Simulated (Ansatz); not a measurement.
Reaction (formal exchange of groups at a Ga–B bond): `C[BH][GaH2]` + `CCC(=O)S` → `O=[C](S)[GaH2]` + `CBCC`

Calculated with Ansatz (gas phase, PBE0-D4/def2-TZVP geometries, no zero-point term in ΔE). CCSD(T)/CBS adds triple-zeta CCSD(T) − MP2 to the extrapolated MP2 energy (def2 sets, frozen cores). DFT in def2-TZVPP. B3LYP here is the variant with VWN-RPA as its local correlation; programs differ in this. For Ga outer-core shells are correlated without core-valence functions, which leaves a few kJ/mol of doubt a bond. Scalar relativity is left out up to krypton. One conformer a species, not always the lowest.

`C[BH][GaH2]`:

```xyz
9

C     0.527    0.402   -1.274
B     0.566   -0.244    0.142
Ga   -1.041   -0.421    1.448
H     1.215   -0.062   -1.986
H     0.933    1.415   -1.105
H    -0.452    0.530   -1.737
H     1.643   -0.619    0.529
H    -1.454    0.720    2.459
H    -1.936   -1.720    1.523
```

`CCC(=O)S`:

Cartesian coordinates in Å:
```
C -1.157 0.960 0.383
C 0.281 0.513 0.228
C 0.407 -0.868 -0.364
O -0.516 -1.559 -0.687
S 2.113 -1.390 -0.541
H -1.668 0.978 -0.580
H -1.710 0.282 1.034
H -1.198 1.962 0.814
H 0.807 0.507 1.190
H 0.849 1.197 -0.412
H 1.791 -2.583 -1.065
```

`O=[C](S)[GaH2]`:

Z-matrix (Å, degrees):
```
C
S 1 1.805
Ga 1 2.036 2 117.6
O 1 1.199 2 119.6 3 -180.0
H 2 1.342 1 95.5 3 -0.0
H 3 1.561 1 117.8 2 -179.9
H 3 1.571 1 117.2 2 0.1
```

`CBCC`:

Z-matrix (Å, degrees):
```
C
B 1 1.558
H 1 1.102 2 106.0
H 1 1.094 2 112.7 3 -114.0
H 1 1.092 2 115.8 3 118.6
C 2 1.561 1 125.2 3 -104.1
H 2 1.205 1 117.9 3 73.8
C 6 1.522 2 118.8 1 -1.0
H 6 1.101 2 106.8 1 125.1
H 6 1.102 2 106.1 1 -126.3
H 8 1.093 6 112.0 2 179.8
H 8 1.093 6 111.4 2 59.5
H 8 1.093 6 111.4 2 -59.9
```

**Question.** Is it downhill or uphill in electronic energy at CCSD(T)/CBS, and by how much? (An estimate is asked.)

**Answer.** Computed: Downhill: ΔE = -13.0 kJ/mol.

**Question.** What do these levels give: ωB97M-V, B2PLYP, PBE, B3LYP, SCS-MP2/def2-TZVPP, HF/CBS(def2)? (Best estimate.)

**Answer.** Computed: ωB97M-V -14.0, B2PLYP -15.8, PBE -13.2, B3LYP -15.6, SCS-MP2/def2-TZVPP -14.3, HF/CBS(def2) -8.9 kJ/mol.

Largest T1 diagnostic among the species: 0.017.

In def2-TZVPP, CCSD(T) changes the Hartree–Fock value by −5.2 kJ/mol (the triples alone add −2.1 kJ/mol) and MP2 by −7.9 kJ/mol. From PBE to PBE0 (25 % exact exchange), in def2-TZVPP and without D4, ΔE moves by +4.2 kJ/mol.
